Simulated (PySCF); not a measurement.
## Ionising SeF

UHF-MP2; PySCF, no relativity, basis sets Se aug-pcseg-1, F aug-pcseg-1. Neutral (UHF): doublet (π ↑), Re = 1.800 Å, ωe = 662 cm⁻¹, De = 3.33 eV.

SeF⁻ (RHF): singlet (closed shell), Re = 1.901 Å, ωe = 545 cm⁻¹, De = 2.09 eV to Se + F⁻. The energies at the minima are -2499.20441 hartree for SeF and -2499.29212 for SeF⁻.

(1) Work out the adiabatic electron affinity, without and with harmonic zero-point energies (1 hartree = 27.2114 eV, 1 eV = 8065.5 cm⁻¹), and the change of the bond length.

Correlated steps freeze 10 core orbitals. Correlated levels converge slowly with the basis: in double zeta they bind strong bonds too weakly, by up to about 1 eV, and carry superposition errors of some tenths. For an ion De counts to the pair picked by the measured ionisation energies or electron affinities, which need not be the lowest pair at this level. Where the molecule has an RHF reference, its open-shell atoms are computed with UHF. States were picked by a PBE0 search and need not be the measured ground states.

Neutral and ion stand on different kinds of reference determinant, which adds to the error of the difference.

Results:

(1) At MP2: 0.08771 hartree = 2.387 eV between the minima; the zero-point term (662.0 − 545.0)/2 cm⁻¹ = +0.007 eV makes it 2.394 eV. Re changes by +10.1 pm against the neutral. The electron enters a π orbital, and the longer bond of the ion fits an antibonding orbital, or a change in how ionic the bond is.
